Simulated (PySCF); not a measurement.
Choosing a molecule for a target property.

Each SMILES stands for a single optimised conformer of the isolated species (atoms past krypton carry core potentials, spin–orbit coupling is left out); the electronic structure was computed with PySCF and density fitting.

The conformers computed, where there is a choice (atom-mapped SMILES and torsion angles):
- `[OH:1][B:2]([OH:3])[PH2:4]`: H–O1–B2–O3 -1°, H–O3–B2–O1 180°, H–P4–B2–O1 46°, H–P4–B2–O1 141°
- `[F:1]/[CH:2]=[C:3]([F:4])/[CH:5]=[CH:6]/[O:7][C:8]([F:9])([F:10])[F:11]`: C2–C3–C5–C6 -179°, C5–C6–O7–C8 4°, C6–O7–C8–F9 180°

**Question.** Wanted: HOMO–LUMO gap above 10.4 eV (wB97X-D/def2-SVPD) and HOMO energy below -9.5 eV (wB97X-D/def2-SVPD), at PBE0-D3(BJ)/def2-SVP geometries. Which candidate meets both?
A. `OB(O)P`
B. `[SiH2]`
C. `C[C](C)(C)[Ga]([Cl])[Cl]`
D. `[H][Sn]([H])([H])[C]#N`

**Answer.** D. Computed values:
```csv
species,HOMO–LUMO gap,HOMO energy
[SiH2],7.46 eV,-8.70 eV
C[C](C)(C)[Ga]([Cl])[Cl],10.12 eV,-9.71 eV
OB(O)P,10.58 eV,-9.28 eV
[H][Sn]([H])([H])[C]#N,12.36 eV,-11.42 eV
```

**Question.** Wanted: lowest triplet excitation (Tamm–Dancoff) between 3 eV and 5.4 eV (TDA wB97X-D/def2-SVPD) and static isotropic polarisability above 80 au (wB97X-D/def2-SVPD), at PBE0-D3(BJ)/def2-SVP geometries. Which candidate meets both?
A. `[H][Sn]([H])([H])[C]#N`
B. `C[C](C)(C)[Ga]([Cl])[Cl]`
C. `OB(O)P`
D. `[SiH2]`

**Answer.** B. Computed values:
```csv
species,lowest triplet excitation (Tamm–Dancoff),static isotropic polarisability
[SiH2],1.19 eV,35.0 au
C[C](C)(C)[Ga]([Cl])[Cl],5.20 eV,104.0 au
OB(O)P,5.68 eV,50.1 au
[H][Sn]([H])([H])[C]#N,6.00 eV,54.3 au
```

**Question.** Wanted: lowest singlet excitation above 7 eV (TDDFT wB97X-D/def2-SVPD) and dipole moment above 3 D (wB97X-D/def2-SVPD), at PBE0-D3(BJ)/def2-SVP geometries. Which candidate meets both?
A. `[SiH2]`
B. `OB(O)P`
C. `F/C=C(F)/C=C/OC(F)(F)F`
D. `N#[C][SnH3]`

**Answer.** D. Computed values:
```
               species  lowest singlet excitation  dipole moment
                [SiH2]                    2.34 eV         0.24 D
F/C=C(F)/C=C/OC(F)(F)F                    5.78 eV         0.99 D
                OB(O)P                    6.43 eV         1.75 D
           N#[C][SnH3]                    7.17 eV         4.39 D
```
